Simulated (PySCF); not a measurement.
C4H2BrF, SMILES C#C/C(Br)=C\F. Atoms are numbered in the order given.

```xyz
8

C      2.2296    -1.7183     0.0000
C      1.1607    -1.1447     0.0000
C     -0.0732    -0.4556     0.0000
Br    -0.0196     1.4366     0.0000
C     -1.2750    -1.0536     0.0000
F     -1.3905    -2.3668     0.0000
H      3.1732    -2.2324     0.0000
H     -2.2261    -0.5156     0.0000
```
Charge 0, spin multiplicity 1.

Coordinates come from a PBE0-D3(BJ)/def2-SVP optimisation. The structure was generated by enumeration; whether it is a known compound was not checked.

Level of theory: TDA-CAM-B3LYP/def2-SVPD in PySCF.

Vertical excitations. The molecule is in vacuum. State labels are in the subgroup Cs.

Computed lowest excited states:
```tsv
state	symmetry	energy (eV)	λ (nm)	f	main pairs
S1	A"	4.82	257	0.000	HOMO→LUMO+1 93 %
S2	A"	5.54	224	0.000	HOMO−1→LUMO 81 %, HOMO−3→LUMO 14 %
S3	A'	5.62	221	0.179	HOMO→LUMO 63 %, HOMO−1→LUMO+1 19 %
S4	A"	6.12	203	0.000	HOMO−2→LUMO+1 74 %
S5	A'	6.23	199	0.094	HOMO−1→LUMO+1 40 %, HOMO−2→LUMO 26 %, HOMO→LUMO 19 %, HOMO−3→LUMO+1 11 %
S6	A'	6.40	194	0.019	HOMO−3→LUMO+1 45 %, HOMO−2→LUMO 39 %
S7	A"	6.64	187	0.000	HOMO−3→LUMO 82 %, HOMO−1→LUMO 14 %
S8	A"	6.89	180	0.012	HOMO→LUMO+2 86 %
S9	A"	7.47	166	0.017	HOMO→LUMO+3 28 %, HOMO→LUMO+4 24 %, HOMO−2→LUMO+1 12 %, HOMO→LUMO+8 10 %
S10	A"	7.56	164	0.008	HOMO→LUMO+3 57 %, HOMO→LUMO+4 19 %
T1	A'	3.21	386	0	HOMO→LUMO 91 %
T2	A"	4.40	282	0	HOMO→LUMO+1 90 %
T3	A'	5.01	247	0	HOMO−1→LUMO+1 59 %, HOMO−1→LUMO+4 11 %
T4	A"	5.16	240	0	HOMO−1→LUMO 59 %, HOMO−3→LUMO 14 %, HOMO−2→LUMO+1 13 %
```
Triplets are in the Tamm–Dancoff approximation.
